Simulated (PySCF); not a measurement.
Several structures and their simulated spectra, in scrambled order.

A. `C1C(F)CC1=C[C@H](F)Cl`
B. SMILES C[C@@H]1C[P@]1(=O)C(C)(C)C
C. `CC([P@](C=C)(C)=O)(C)C`

Spectrum 1. 1H NMR (500 MHz, computed): δ 2.00 (m, 1H), 1.84 (m, 1H), 1.40 (m, 3H), 1.35 (m, 9H), 0.68 (m, 1H). 13C{1H} NMR (computed): δ 40.8 (C), 27.2 (CH3), 26.5 (CH), 18.9 (CH2), 18.4 (CH3).

Spectrum 2. 1H NMR (500 MHz, computed): δ 6.83 (m, 1H), 5.78 (m, 1H), 5.27 (m, 1H), 3.55 (m, 1H), 3.41 (m, 1H), 3.21 (m, 1H), 3.20 (m, 1H). 13C{1H} NMR (computed): δ 150.9 (C), 128.3 (CH), 109.1 (CH), 86.9 (CH), 43.3 (CH2), 42.9 (CH2).

Spectrum 3. 1H NMR (500 MHz, computed): δ 6.87 (m, 1H), 6.68 (m, 1H), 6.46 (m, 1H), 1.31 (m, 3H), 1.12 (m, 9H). 13C{1H} NMR (computed): δ 144.3 (CH2), 139.9 (CH), 36.5 (C), 24.8 (CH3), 13.7 (CH3).

All values are calculated (PySCF): GIAO PBE0/pcSseg-1 shieldings, coordinates at the GFN2-xTB level. A single conformation, no solvent model, non-relativistic, one averaged value for each set of equivalent atoms.

Scale: TMS for 1H (31.72 ppm), 13C (186.93 ppm) (reference shieldings calculated alike). Splittings of carbon signals by F and P are missing where no couplings were computed. Where no couplings were computed, multiplicities follow the n + 1 count of equivalent neighbours, and m marks all less simple cases (inequivalent or close neighbours, rings, F or P nearby). Shifts are as computed. Against solution values, carbons near 30 ppm lie about +3 ppm off and those near 130 ppm about +5 ppm; carbons on Cl a further +6 ppm. Of 1211 compounds with measured shifts, 218 miss one by over three times the rms of a fit or turn the order of signals round; such compounds aren't used in these exercises. Carbons bonded to Cl come out too deshielded.

Q: Which spectrum belongs to which compound?

A: 1–B, 2–A, 3–C.

- Spectrum 1 (B): 5 13C signals; δC 27.2 is a methyl carbon; δC 26.5 is a three-membered-ring carbon.
- Spectrum 2 (A): 6 13C signals; δC 150.9 is a fully substituted alkene carbon; δC 128.3 is an alkene CH.
- Spectrum 3 (C): 5 13C signals; δC 144.3 is a terminal =CH2 carbon; δC 139.9 is an alkene CH.
